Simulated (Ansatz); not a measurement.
**Reading a saddle point**

A first-order saddle point of AlN₂H₄Cl, singlet, PBE0-D4/def2-TZVP, with one imaginary mode of 1135i cm⁻¹:

Al1  (-0.754, 0.271, 0.524)
N2  (0.774, 0.499, -0.627)
N3  (-0.380, -1.380, 0.438)
H4  (0.629, -0.668, -0.386)
Cl5  (-1.880, 1.909, 1.165)
H6  (0.667, 0.745, -1.603)
H7  (1.639, 0.896, -0.284)
H8  (-0.696, -2.273, 0.773)
(Å)

Computed with Ansatz 0.2.0 (basis: def2-TZVPP and def2-QZVPP); correlated methods freeze the cores. Extrapolation: Hartree–Fock as exp(−7.88 √X), correlation as X^−2.97.

Question: Which contacts change along the imaginary mode, and what lies on either side? (Judge from chemistry; the calculation decides.)

Answer: The calculation gives: The step is AlN₂H₄Cl ([NH2][Al]([NH2])[Cl]) → AlNHCl ([NH][Al][Cl]) + NH₃ (still joined by a long Al–N bond), with the molecules in contact on both sides. Shortening one way: N2–H4; lengthening the same way: Al1–N2, N3–H4.
```
  pair  one side (Å)  saddle (Å)  other side (Å)
 N2–H4          3.38        1.20            1.02
Al1–N2          1.76        1.93            1.99
 N3–H4          1.01        1.48            2.32
```

Question: Which side is lower, and how far does the saddle lie above each? (An estimate is asked for; the value comes from the calculation.)

Answer: Computed: The side with Al1–N2, N3–H4 short is lower by 2.302 eV; the saddle lies 2.615 eV above it and 0.313 eV above the other (CCSD(T) at an estimated basis limit (MP2 extrapolated from triple and quadruple zeta, plus CCSD(T) − MP2 in triple zeta); electronic energies).

T1 diagnostic: at most 0.018.

Labels in which every atom is bracketed show which atoms are joined, not bond orders.

For scale, one of the runs: CCSD(T)/def2-TZVPP, 202 basis functions, launched by `ansatz run in.yaml --threads 4 --pin off --events-out ev --progress --plain --max-ram 9574MiB`. The run took 39 s on 4 CPU threads of an Arm Neoverse V1 (shared host), with 2.4 GiB of host memory at its peak.
